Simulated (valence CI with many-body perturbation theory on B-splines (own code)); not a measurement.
# Pr25+: what each term of the Hamiltonian does

Calculated by configuration interaction combined with many-body perturbation theory (CI+MBPT): six valence electrons over a frozen Dirac-Fock core [Ar] 3d10, radial functions for each j: 9 s, 9 p, 8 d, 6 f, 3 g, 1 h, with the one-electron correlation potential Σ1, the two-electron term Σ2, the three-electron term Σ3, Breit, model QED; selected CI, second order for the rest, scaled by the run's own slope (own B-spline code, finite nucleus).

No measured spectrum was set against this ion. As an estimate, levels hold to about 250 cm⁻¹ or 0.2 % of their energy and the worst to 1 %, as in measured heavy ions of charge 2 to 7; those with d or f electrons hold less well. Among the levels kept, up to 700 cm⁻¹ of a level comes from second order outside the variational space, and about a tenth of that is noise between levels of different J, which matters for small intervals.

Each rung adds one term. CI alone is the Dirac-Coulomb CI over the frozen core; QED comes last and gives the full result, which names the levels. Energies are above (4s^2 4p1/2^2 4p3/2^2) J=2 on the same rung, in cm⁻¹. A blank means that the level has no clear partner on that rung.

Levels are named by their leading jj configuration (3d3/2^4 stands for four electrons in 3d with j = 3/2), which in mixed levels can hold well under half, so a name can repeat and another be missing.

```tsv
Level	CI alone
(4s^2 4p1/2^2 4p3/2^2) J=0	48321
(4s^2 4p1/2 4p3/2^3) J=1	205607
(4s^2 4p1/2 4p3/2^3) J=2	232769
(4s^2 4p3/2^4) J=0	460328
(4s 4p1/2^2 4p3/2^3) J=2	705849
(4s 4p1/2^2 4p3/2^3) J=1	755739
(4s^2 4p1/2^2 4p3/2 4d3/2) J=2	816014
(4s^2 4p1/2^2 4p3/2 4d3/2) J=0	825191
(4s^2 4p1/2^2 4p3/2 4d3/2) J=3	828521
(4s^2 4p1/2^2 4p3/2 4d3/2) J=1	854700
(4s^2 4p1/2^2 4p3/2 4d5/2) J=4	865966
(4s^2 4p1/2^2 4p3/2 4d5/2) J=2	897062
(4s 4p1/2 4p3/2^4) J=0	913685
(4s^2 4p1/2^2 4p3/2 4d5/2) J=3	932576
(4s 4p1/2 4p3/2^4) J=1	951994
(4s^2 4p1/2^2 4p3/2 4d5/2) J=1	967294
```

Question: What do these energies become with core correlation, Breit and QED?

Answer: (4s^2 4p1/2^2 4p3/2^2) J=0 47485 (-836); (4s^2 4p1/2 4p3/2^3) J=1 205472 (-135); (4s^2 4p1/2 4p3/2^3) J=2 231924 (-845); (4s^2 4p3/2^4) J=0 458946 (-1382); (4s 4p1/2^2 4p3/2^3) J=2 704711 (-1138); (4s 4p1/2^2 4p3/2^3) J=1 753525 (-2213); (4s^2 4p1/2^2 4p3/2 4d3/2) J=2 813243 (-2771); (4s^2 4p1/2^2 4p3/2 4d3/2) J=0 822535 (-2656); (4s^2 4p1/2^2 4p3/2 4d3/2) J=3 825505 (-3016); (4s^2 4p1/2^2 4p3/2 4d3/2) J=1 850364 (-4335); (4s^2 4p1/2^2 4p3/2 4d5/2) J=4 862236 (-3730); (4s^2 4p1/2^2 4p3/2 4d5/2) J=2 892151 (-4911); (4s 4p1/2 4p3/2^4) J=0 912623 (-1063); (4s^2 4p1/2^2 4p3/2 4d5/2) J=3 926939 (-5637); (4s 4p1/2 4p3/2^4) J=1 948265 (-3729); (4s^2 4p1/2^2 4p3/2 4d5/2) J=1 962470 (-4824).

Question: How does the ionisation energy move along the ladder, and which term matters most?

Answer: CI alone 881.61, + Σ1 882.92, + Σ2 883.12, + Σ3 882.76, + Breit 882.28, + QED 882.27 eV. The largest step is Σ1, 1.30 eV. NIST lists 880 ± 4 eV (theoretical).
